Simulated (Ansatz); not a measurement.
```xyz
12

C    -1.7607   -1.5566   -0.5243
Ge    0.2363   -1.5362   -0.7011
O     0.3148    0.5540   -0.1433
C     1.2048    0.8792    0.6358
N     1.3877    2.1301    1.0449
H    -2.1380   -2.4099   -1.0984
H    -2.0704   -1.6895    0.5144
H    -2.2210   -0.6532   -0.9288
H     0.2336   -1.0737   -2.2303
H     1.9060    0.1354    1.0386
H     0.7810    2.8598    0.7071
H     2.1258    2.3605    1.6853
```

The species carries charge 0 and has multiplicity 1. The bonds changed during the relaxation, so this is another structure than the one it started from.

Problem. List the CAM-B3LYP/def2-TZVPP orbital energies in eV (Ansatz). (Estimate.)

Solution. Ansatz gave: Occupied: -10850.40, -1354.61, -1205.62, -1205.54, -1205.51, -523.40, -393.63, -282.98, -277.26, -169.37, -119.84, -119.59, -119.48, -33.39, -33.28, -33.19, -33.05, -32.98, -32.14, -28.54, -20.54, -19.93, -18.70, -16.62, -15.79, -14.64, -13.30, -11.79, -11.64, -10.90, -10.76, -8.46, -6.28. Lowest empty: 0.48, 0.89, 1.38, 2.13, 2.55, 3.43, 4.00, 4.14.
